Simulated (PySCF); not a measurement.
Molfile (atoms numbered from 1):
```
C5H8BFO2
     RDKit          3D

 17 17  0  0  0  0  0  0  0  0999 V2000
   -2.7175   -0.1138    0.0036 C   0  0  0  0  0  0  0  0  0  0  0  0
   -1.5403    0.4939    0.1507 C   0  0  0  0  0  0  0  0  0  0  0  0
   -0.2160   -0.1545   -0.1044 C   0  0  2  0  0  0  0  0  0  0  0  0
    0.5743   -0.3430    1.1881 C   0  0  0  0  0  0  0  0  0  0  0  0
    1.8802   -0.8208    0.9459 O   0  0  0  0  0  0  0  0  0  0  0  0
    2.4880   -0.6144   -0.2417 B   0  0  0  0  0  0  0  0  0  0  0  0
    1.8822    0.0700   -1.2663 O   0  0  0  0  0  0  0  0  0  0  0  0
    0.6505    0.6592   -1.0622 C   0  0  2  0  0  0  0  0  0  0  0  0
    0.8446    1.9065   -0.5192 F   0  0  0  0  0  0  0  0  0  0  0  0
   -2.7848   -1.1528   -0.3354 H   0  0  0  0  0  0  0  0  0  0  0  0
   -3.6568    0.4028    0.2161 H   0  0  0  0  0  0  0  0  0  0  0  0
   -1.5016    1.5353    0.4911 H   0  0  0  0  0  0  0  0  0  0  0  0
   -0.3721   -1.1402   -0.5753 H   0  0  0  0  0  0  0  0  0  0  0  0
    0.6377    0.6161    1.7295 H   0  0  0  0  0  0  0  0  0  0  0  0
    0.0614   -1.0634    1.8421 H   0  0  0  0  0  0  0  0  0  0  0  0
    3.5890   -1.0621   -0.4269 H   0  0  0  0  0  0  0  0  0  0  0  0
    0.1673    0.8009   -2.0421 H   0  0  0  0  0  0  0  0  0  0  0  0
  1  2  2  0
  2  3  1  0
  3  4  1  0
  4  5  1  0
  5  6  1  0
  6  7  1  0
  7  8  1  0
  8  9  1  0
  8  3  1  0
  1 10  1  0
  1 11  1  0
  2 12  1  0
  3 13  1  6
  4 14  1  0
  4 15  1  0
  6 16  1  0
  8 17  1  6
M  END
```

[PySCF 2.14.0 with density-fitted response routines: PBE0-D3(BJ)/def2-SVP geometry; shielding tensors at PBE0/pcSseg-1 (GIAO); in vacuum; non-relativistic; single conformer]

Referencing at the same level of theory: ¹³C (σ = 184.41 ppm) and ¹H (σ = 31.27 ppm) against TMS; ¹⁷O (σ = 334.56 ppm) against H2O; ¹¹B (σ = 100.73 ppm) vs BF3·OEt2; ¹⁹F (σ = 177.25 ppm) against CFCl3.

```csv
atoms,nucleus,count,Hirshfeld charge,δ (ppm)
O5,¹⁷O,1,-0.17,136.2
H17,¹H,1,0.05,5.40
H10,¹H,1,0.05,?
C4,¹³C,1,0.01,62.1
C2,¹³C,1,-0.04,142.2
H13,¹H,1,0.05,?
H14,¹H,1,0.04,?
H12,¹H,1,0.04,?
H15,¹H,1,0.05,3.68
C8,¹³C,1,0.13,104.8
H16,¹H,1,-0.05,4.23
B6,¹¹B,1,0.22,24.1
C3,¹³C,1,-0.05,?
H11,¹H,1,0.05,5.59
F9,¹⁹F,1,-0.10,-145.8
O7,¹⁷O,1,-0.18,177.5
C1,¹³C,1,-0.09,129.0
```

Problem. Estimate the values marked ?.

Solution. 
- C3: 50.1 ppm, allylic sp3 CH; a saturated carbon with 3 carbon neighbours and no heteroatom attached
- H12: 6.00 ppm, hydrogen on an alkene CH; attached to an sp2 carbon and in the plane of the double bond
- H10: 5.60 ppm, hydrogen on a terminal =CH2 carbon; olefinic region
- H14: 4.08 ppm, hydrogen on an sp3 CH2 bonded to O; its carbon carries O, hence the downfield position
- H13: 2.17 ppm, hydrogen on an allylic sp3 CH; allylic position

Hydrogens on boron are broadened and split by ¹¹B (spin 3/2, 80 %) and 10B (spin 3). Shifts are as computed. Against solution values, carbons near 30 ppm lie about +2 ppm off and those near 130 ppm about +5 ppm. Of 1313 compounds with measured shifts, 239 miss one by over three times the rms of a fit or turn the order of signals round; such compounds aren't used in these exercises. Unscaled 19F shifts against computed CFCl3 carry errors that often reach 10 to 50 ppm. Experimental scales use liquid or dissolved standards, which lie at an offset from isolated H2O (liquid H2O: subtract about 36 ppm).
